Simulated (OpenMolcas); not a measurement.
Pd2+ among 6 point charges of -1 e arranged as a trigonal antiprism (D3d), with a polar angle of 56.4° against the regular 54.74°.

* Program: OpenMolcas 26.06
* Method: SS-CASPT2, IPEA 0.25 Eh, imaginary shift 0.1 Eh (closed shells correlated: 4s 4p)
* Basis: ANO-RCC-VDZP [6s5p3d1f]
* Scalar Hamiltonian: DKH2, point nucleus
* Active space: 8 electrons in 5 orbitals (4d)
* State averaging: 2S+1 = 3 even, 10 roots; 2S+1 = 1 even, 15 roots
* Spin-orbit coupling: state interaction with AMFI integrals over the reference wave functions

All point charges move together. At R = 1.93 Å the first state of the same spin is 5560 cm-1, and at R = 2.21 Å it is 2850 cm-1.

**Question.** A third run gives 4590 cm-1. What distance was it run at?

**Answer.** With a power law R^-n the two known points give n = -ln(2850 / 5560) / ln(2.21 / 1.93) = 4.93. Then R = 1.93 × (5560 / 4590)^(1/4.93) = 2.007 Å. The run was at 2.01 Å, so the estimate is off by -0.003 Å.

Roots that are degenerate in the reference are averaged as groups; the widest CASPT2 spread within a group is 44 cm-1 (the 2-fold group of multiplicity 3 near 6170 cm-1 above the lowest state of its run, R = 2.21). Shifts and gaps below about the spread of the groups concerned are not significant. Real 4d8 and 5d8 ions are as a rule square planar and diamagnetic. Free-ion shares, where given, are those of the reference states; single-state CASPT2 does not remix them. Point charges carry no covalency, so the field is a model and not that of real ligands. No measured value stands beside these numbers.
